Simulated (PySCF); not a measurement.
**Calcium: a sound run and one with changed settings**

Sound run: Ca [Ar] 4s2, Ca⁺ [Ar] 4s1. Computed with PySCF 2.14 in 6-31G*, with the non-relativistic Hamiltonian (point nucleus). In the sound run the correlated levels freeze [Ar]. The sound run starts from symmetry-adapted Hartree-Fock orbitals and uses a fine grid where one is needed.

Changed run: basis STO-3G. This setting is unsound on purpose.

```json
{"species": "Ca", "method": "UHF", "sound run (hartree)": "-676.70792", "changed run (hartree)": "-669.98887", "converged": "yes"}
{"species": "Ca", "method": "PBE0", "sound run (hartree)": "-677.33673", "changed run (hartree)": "-670.55552", "converged": "yes"}
{"species": "Ca", "method": "LDA", "sound run (hartree)": "-675.67276", "changed run (hartree)": "-668.82713", "converged": "yes"}
{"species": "Ca", "method": "MP2", "sound run (hartree)": "-676.72526", "changed run (hartree)": "-670.00456", "converged": "yes"}
{"species": "Ca", "method": "CCSD(T)", "sound run (hartree)": "-676.73442", "changed run (hartree)": "-670.01744", "converged": "yes"}
{"species": "Ca⁺", "method": "UHF", "sound run (hartree)": "-676.51948", "changed run (hartree)": "-669.84136", "converged": "yes"}
{"species": "Ca⁺", "method": "PBE0", "sound run (hartree)": "-677.11514", "changed run (hartree)": "-670.36508", "converged": "yes"}
{"species": "Ca⁺", "method": "LDA", "sound run (hartree)": "-675.44302", "changed run (hartree)": "-668.62561", "converged": "yes"}
```

Ionisation energy of Ca:

```csv
method,sound run (eV),changed run (eV)
UHF,5.128,4.014
PBE0,6.030,5.182
LDA,6.252,5.484
MP2,5.600,4.441
SCS-MP2,5.694,4.526
CCSD,5.849,4.791
CCSD(T),5.849,4.791
CCSDT,5.849,4.791
FCI,5.849,4.791
```

A minimal basis cannot let orbitals breathe on ionisation and holds almost no correlation.

For comparison, NIST gives 6.113 eV between the lowest levels.
